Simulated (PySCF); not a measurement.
## Calculated data, CH5OSi2, CH4OSi2, H4NOSi2, CH3AlOSi

Calculation on a computer-drawn molecule: optimised geometry and harmonic frequencies of an isolated molecule of the commonest isotopes, restricted reference for singlets and unrestricted otherwise, frozen core in MP2. Program: PySCF 2.14.0.

Common to all runs: charge 0; method HF; basis cc-pV(D+d)Z.

(1) CH5OSi2

Start structure:
```xyz
9
CH5OSi2
O     -1.7056     2.8514     1.0097
Si    -0.9542     1.5215     0.3767
C      0.0047     0.4435     1.3574
Si     0.9685    -1.0360     0.7838
H     -1.5866     3.1590     1.8863
H     -1.4726     1.5474    -0.9213
H      0.2599     0.7950     2.3857
H      0.5531    -1.6362    -0.3942
H      1.4443    -1.9931     1.8570
```

Settings of this run: multiplicity 2.

The calculation gives: rotational constants 25.96, 1.8, 1.695 GHz; total energy -693.4791 hartree; spin squared 0.7839; convergence status largest gradient component 2.236e-05 hartree/bohr.

Drawn bonds:
```tsv
atom	other atom	order
1	2	1
2	3	2
3	4	1
1	5	1
2	6	1
3	7	1
4	8	1
4	9	1
```

Optimised structure:
```xyz
9
CH5OSi2
O     -1.7367     2.8028     0.9545
Si    -0.9651     1.4328     0.5271
C      0.1553     0.5482     1.4421
Si     1.0696    -0.9123     0.8040
H     -1.5820     3.1848     1.8065
H     -1.3888     1.1087    -0.8330
H      0.3936     0.8808     2.4503
H      0.5465    -1.3106    -0.5311
H      1.0190    -2.0827     1.7208
```

Modes:
```tsv
frequency (cm⁻¹)	reduced mass (dalton)
135.6	4.185
142.3	3.077
216.1	1.329
302.9	4.826
365.9	1.339
504.7	1.337
633.2	1.475
736.3	1.23
766.4	1.446
792.2	1.225
863.5	1.97
932.2	2.734
950.9	1.139
998.2	1.079
1028	1.63
1224	3.116
2255	1.03
2266	1.053
2431	1.043
3295	1.086
4163	1.067
```

(2) CH4OSi2

Start structure:
```xyz
8
CH4OSi2
O     -1.1992    -0.9689    -1.1583
Si     0.3354    -1.0854    -0.8544
C      1.2119     0.4277    -0.4275
Si     0.5931     2.0759     0.2482
H     -1.8730    -1.6329    -1.0226
H      0.6864    -2.4424    -1.1019
H      2.2901     0.2810    -0.4494
H     -0.8851     1.8228     0.1576
```

It was run with multiplicity 1.

Drawn bonds:
```tsv
atom	other atom	order
1	2	1
2	3	2
3	4	1
1	5	1
2	6	1
3	7	1
4	8	1
```

(3) H4NOSi2

Start structure:
```xyz
8
H4NOSi2
O      0.4992     1.0558    -1.9761
Si    -0.4410     0.6484    -0.7167
N      0.1722     0.2476     0.7389
Si     1.2772    -0.4611     1.6787
H      1.2136     1.7107    -1.9358
H     -1.5217     1.6196    -0.6365
H      0.9223    -0.9967     2.9942
H      2.6829    -0.6948     1.3059
```

It was run with multiplicity 2.

Drawn bonds:
```tsv
atom	other atom	order
1	2	1
2	3	2
3	4	1
1	5	1
2	6	1
4	7	1
4	8	1
```

(4) CH3AlOSi

Start structure:
```xyz
7
CH3AlOSi
O     -0.0958     0.3644     0.1035
Si    -0.8041    -0.0686    -1.3347
C     -1.4573    -1.5555    -1.9334
Al    -2.3781    -2.3354    -3.4410
H      0.0185    -0.3052     0.7841
H     -0.7046     1.2904    -1.9167
H     -1.3688    -2.3594    -1.1253
```

Settings of this run: multiplicity 1.

Drawn bonds:
```tsv
atom	other atom	order
1	2	1
2	3	2
3	4	1
1	5	1
2	6	1
3	7	1
```

**Q.** What rotational constants does the calculation give for CH4OSi2 (entry 2)?
**A.** 11.35, 2.444, 2.011 GHz

**Q.** Estimate the total energy of CH4OSi2 (entry 2).
**A.** -692.8830 hartree

**Q.** Estimate the total energy of H4NOSi2 (entry 3).
**A.** -709.5185 hartree

**Q.** What spin squared does the calculation give for H4NOSi2 (entry 3)?
**A.** 0.8021

**Q.** Estimate the rotational constants of H4NOSi2 (entry 3).
**A.** 20.07, 1.961, 1.807 GHz

**Q.** What rotational constants does the calculation give for CH3AlOSi (entry 4)?
**A.** 32.72, 1.84, 1.742 GHz

**Q.** Estimate the total energy of CH3AlOSi (entry 4).
**A.** -645.3179 hartree

Further results for CH4OSi2 (entry 2):

| Property | Result |
| --- | --- |
| convergence status largest gradient component | 2.345e-05 hartree/bohr |

Optimised structure:
```xyz
8
CH4OSi2
O     -1.3605    -0.9586    -0.8737
Si     0.2578    -0.9424    -0.8162
C      1.2258     0.3793    -0.3553
Si     0.6402     2.0419     0.1631
H     -1.8168    -1.7418    -1.1424
H      0.7689    -2.2619    -1.2288
H      2.2972     0.1868    -0.3830
H     -0.8529     1.7745     0.0281
```

Modes:
```tsv
frequency (cm⁻¹)	reduced mass (dalton)
149.8	6.389
151.9	3.314
284.3	1.189
325.5	1.116
355.3	5.072
629.7	1.297
667	4.559
798.4	1.077
813.8	1.096
907.6	1.309
920	3.002
964.1	1.349
1100	1.797
1242	2.616
2098	1.042
2355	1.043
3284	1.085
4178	1.068
```

Further results for H4NOSi2 (entry 3):

| Quantity | Value |
| --- | --- |
| convergence status largest gradient component | 1.389e-05 hartree/bohr |

Optimised structure:
```xyz
8
H4NOSi2
O      0.3084     1.6316    -1.9262
Si    -0.4230     0.6724    -0.7901
N      0.6205     0.1550     0.4256
Si     1.3171    -0.4867     1.6684
H      1.1413     1.3405    -2.2662
H     -1.5488     1.4944    -0.2890
H      0.6266    -0.9237     2.8938
H      2.7626    -0.7539     1.7362
```

Modes:
```tsv
frequency (cm⁻¹)	reduced mass (dalton)
50.41	4.222
128.4	1.673
194.2	1.54
210.2	1.771
347.7	3.455
611.7	7.164
679.6	1.218
748.4	1.237
750.3	1.234
837.9	1.446
902.6	3.482
936.7	1.152
1080	1.081
1355	10.66
2276	1.042
2355	1.049
2363	1.035
4171	1.067
```

Further results for CH3AlOSi (entry 4):

| Quantity | Value |
| --- | --- |
| convergence status largest gradient component | 1.172e-05 hartree/bohr |

Optimised structure:
```xyz
7
CH3AlOSi
O     -0.0921     0.3552     0.0886
Si    -0.8179    -0.1111    -1.2948
C     -1.4311    -1.6186    -1.7565
Al    -2.2701    -1.9486    -3.4878
H      0.0322    -0.2784     0.7808
H     -0.8554     1.0841    -2.1408
H     -1.3558    -2.4520    -1.0530
```

Modes:
```tsv
frequency (cm⁻¹)	reduced mass (dalton)
104.7	6.245
117.9	7.303
288.8	5.975
409.8	1.249
517.2	1.574
608.4	3.687
743.5	1.066
801.9	1.12
907	6.424
953.7	1.39
982.7	1.165
1147	9.015
2408	1.042
3247	1.086
4160	1.067
```
